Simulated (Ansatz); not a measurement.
The cluster CuAg4⁺, 5 atoms. Hardware: 4 threads of INTEL XEON PLATINUM 8581C on a shared host.

In the def2 sets Ag takes a core potential; there is no spin–orbit coupling. Correlated methods freeze 9 core orbitals; core or outer-core shells of Ag are correlated, in sets that lack core-valence functions.

(1) How many basis functions does each of these Ansatz runs have, and roughly what does it cost? ωB97M-V/def2-TZVP, charge 1 singlet, energy, from earlier orbitals; r2SCAN0-D4/def2-TZVP, charge 1 singlet, energy, from earlier orbitals; B2PLYP/def2-TZVP, charge 1 singlet, energy, from earlier orbitals; PBE0-D4/def2-TZVP, charge 1 singlet, energy, from earlier orbitals; r2SCAN-D4/def2-TZVP, charge 1 singlet, energy, from earlier orbitals; HF/STO-3G, charge 1 singlet, energy; PBE0-D4/def2-SVP, charge 1 singlet, energy, from earlier orbitals; PBE-D4/def2-SVP, charge 1 singlet, relaxation, 4 steps; MP2/def2-TZVP, charge 1 singlet, energy, from earlier orbitals; PBE-D4/def2-SVP, charge 1 singlet, energy, from earlier orbitals; CCSD(T)/def2-SVP, charge 1 singlet, energy, from earlier orbitals; PBE-D4/def2-TZVP, charge 1 singlet, energy and forces, from earlier orbitals.

Answers

(1) Other jobs shared the machine, so times can vary by a factor of up to 3. A dash marks memory too small to be measured apart from the calling script's.

| run | functions | fitting or Cholesky vectors | wall time | peak host memory (GiB) |
| --- | --- | --- | --- | --- |
| PBE-D4/def2-SVP, charge 1 singlet, energy, from earlier orbitals | 155 | 1512 | 1.7 s | – |
| PBE-D4/def2-TZVP, charge 1 singlet, energy and forces, from earlier orbitals | 205 | 1865 | 2.7 s | – |
| PBE0-D4/def2-SVP, charge 1 singlet, energy, from earlier orbitals | 155 | 1658 | 3.1 s | – |
| r2SCAN-D4/def2-TZVP, charge 1 singlet, energy, from earlier orbitals | 205 | 1865 | 4.4 s | – |
| MP2/def2-TZVP, charge 1 singlet, energy, from earlier orbitals | 205 | 2033 | 4.5 s | 0.7 |
| PBE0-D4/def2-TZVP, charge 1 singlet, energy, from earlier orbitals | 205 | 2086 | 5.5 s | 0.97 |
| r2SCAN0-D4/def2-TZVP, charge 1 singlet, energy, from earlier orbitals | 205 | 2086 | 6 s | 1 |
| PBE-D4/def2-SVP, charge 1 singlet, relaxation, 4 steps | 155 | 1512 | 6 s | – |
| B2PLYP/def2-TZVP, charge 1 singlet, energy, from earlier orbitals | 205 | 2033 | 6.5 s | 0.74 |
| ωB97M-V/def2-TZVP, charge 1 singlet, energy, from earlier orbitals | 205 | 1943 | 11 s | 1.2 |
| HF/STO-3G, charge 1 singlet, energy | 126 | 1494 | 16 s | 1.1 |
| CCSD(T)/def2-SVP, charge 1 singlet, energy, from earlier orbitals | 155 | 1658 | 1.8 min | 2.5 |
